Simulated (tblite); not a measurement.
Compound: C7H12F2O.
Cartesian coordinates in Å at the GFN2-xTB level; atoms count from 1:
```xyz
22
C7H12F2O angstrom
C     -2.8989   -0.9634    0.2502
O     -1.6237   -0.6950   -0.2723
C     -1.1415    0.5821    0.0742
C      0.2918    0.7211   -0.4470
C      0.7594    2.1731   -0.3822
C      1.2246   -0.1636    0.3540
C      1.2231   -1.6558    0.1873
F      1.3664   -2.4225    1.2993
C      2.3923   -0.8486   -0.2947
F      3.5673   -0.9037    0.3865
H     -3.1599   -1.9705   -0.0672
H     -2.8970   -0.9144    1.3458
H     -3.6436   -0.2540   -0.1320
H     -1.1609    0.7129    1.1672
H     -1.7816    1.3602   -0.3719
H      0.2920    0.3803   -1.4871
H      1.7916    2.2485   -0.7136
H      0.6974    2.5474    0.6370
H      0.1428    2.8025   -1.0185
H      1.4087    0.1729    1.3680
H      0.5625   -2.1318   -0.5253
H      2.5767   -0.7582   -1.3586
```

Level: GFN2-xTB in tblite, geometry and Hessian alike; calculated harmonic values, unscaled, isolated species. The method is semi-empirical: single wavenumbers can be off by several per cent or more. One conformer, not necessarily the lowest.

Harmonic wavenumbers (cm⁻¹): 32.5, 56.5, 88.5, 131.7, 168.9, 177.8, 199.7, 224.8, 230.3, 285.0, 317.4, 360.1, 459.7, 471.8, 501.0, 596.6, 852.2, 883.6, 914.0, 940.7, 975.2, 993.2, 1001.2, 1024.1, 1038.7, 1095.2, 1118.0, 1125.2, 1133.1, 1133.9, 1142.2, 1170.6, 1185.5, 1204.5, 1215.0, 1245.2, 1273.3, 1283.8, 1329.8, 1356.1, 1407.4, 1411.1, 1448.5, 1468.1, 1486.6, 1491.9, 1495.4, 1498.9, 2836.0, 2871.2, 2897.6, 2921.6, 2951.9, 3033.1, 3038.1, 3039.0, 3045.3, 3050.6, 3053.3, 3066.2.

A = 1747, B = 851.3, C = 612.3 MHz; mass 150.086 u (most abundant isotopes); point group C1, symmetry number 1.

Task: Zero-point energy?

Result: Half the sum of the wavenumbers: 39224 cm⁻¹ = 112.15 kcal/mol.

Task: What is S at 200 K and 1 bar for an ideal gas of classical rigid rotors and harmonic oscillators?

Result: Translation 38.97, rotation 29.06, vibration 24.38: S = 92.4 cal/(mol K).

Task: And Cp and H(200 K) − H(0)?

Result: Cp = 32.24 cal/(mol K), of which vibrations give 24.29 (their classical limit is 60 R = 119.2); H(200 K) − H(0) = 4.18 kcal/mol without the zero-point energy, 2.60 from vibrations.

Task: What must be added to the electronic energy to get the Gibbs energy at 200 K and 1 bar?

Result: ZPE + [H(200 K) − H(0)] − T·S = 112.15 + 4.18 − 18.48 = 97.85 kcal/mol.

Task: How do the functions run with temperature in this model?

Result: 
```csv
T (K),S (cal/(mol K)),Cp (cal/(mol K)),H − H(0) (kcal/mol),G − H(0) (kcal/mol),ln q(vib)
150,83.9,27.5,2.69,-9.89,4.08
250,100.1,37.2,5.92,-19.11,7.35
298.15,107.1,42.5,7.84,-24.10,8.85
400,121.3,54.0,12.76,-35.74,11.96
600,146.9,72.8,25.56,-62.61,17.88
900,180.2,90.9,50.36,-111.83,26.28
```

q(vib) and H(0) count from the zero-point level.

Task: Which modes carry the vibrational entropy at 200 K?

Result: 32.5 cm⁻¹: 4.88; 56.5 cm⁻¹: 3.79; 88.5 cm⁻¹: 2.92; 131.7 cm⁻¹: 2.17; 168.9 cm⁻¹: 1.72; 177.8 cm⁻¹: 1.63 cal/(mol K); the other 54 give 7.28 together.

Hindered rotation and anharmonicity are outside this model. Other conformers, if any are populated, would add a mixing term that is left out. The structure is chiral; the term R ln 2 for an equal mix with its mirror image is left out.
